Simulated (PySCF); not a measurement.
System: C3H8N (charge 0, doublet). It need not be the lowest isomer of its formula. 
Structure (B3LYP-D3(BJ)/def2-TZVP (Ansatz) minimum search):
```
C
H 1 1.0932
H 1 1.0997 2 106.64
N 1 1.4526 2 107.36 3 119.29
H 4 1.0101 1 113.56 2 168.49
C 4 1.3821 5 114.77 1 -142.78
H 6 1.0801 4 117.02 5 -33.01
H 6 1.0811 7 119.02 4 149.36
C 1 1.5201 2 110.08 3 -119.44
H 9 1.0909 1 110.58 2 60.77
H 9 1.0909 10 108.59 1 121.88
H 9 1.0933 10 107.54 11 116.77
```
Charge 0, spin multiplicity 2.

Dispersion corrections to the total energy (kcal/mol) from the dftd3 and dftd4 libraries through PySCF: D3(BJ) without and D4 with the three-body term, each with the damping fitted for the functional named.

```
functional  D3(BJ)     D4
----------  ------  -----
B2GP-PLYP    -2.27  -1.68
PBE0           [?]  -3.40
TPSSh        -5.11    [?]
PW6B95       -1.98  -3.52
B3LYP        -7.61  -6.50
BP86         -6.63  -5.22
HSE06          [?]  -3.12
```

Q: What belongs in the gaps?

A: 
- PBE0, D3(BJ): -3.83
- TPSSh, D4: -5.05
- HSE06, D3(BJ): -2.70
